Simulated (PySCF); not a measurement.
A structure optimised at PBE-D3(BJ)/def2-SVP, used in a PySCF frequency run:

```xyz
11

Te     0.2118    -0.0370     0.7694
O     -1.7265    -0.5656     0.4068
C     -2.6106     0.4960     0.0890
H     -2.3244     1.0191    -0.8531
H     -3.6125     0.0390    -0.0630
H     -2.6910     1.2595     0.8981
S      0.9333     0.6487    -1.4177
C      1.3239    -0.9252    -2.2796
H      2.1377    -1.4713    -1.7666
H      1.6552    -0.6430    -3.2994
H      0.4221    -1.5610    -2.3517
```
Charge 0, spin multiplicity 1.

Task: Write its SMILES and formula.

Result: CO[Te]SC, C2H6OSTe

Task: What are its rotational constants (standard atomic weights)?

Result: 2.8668, 1.4728, 1.1460 GHz
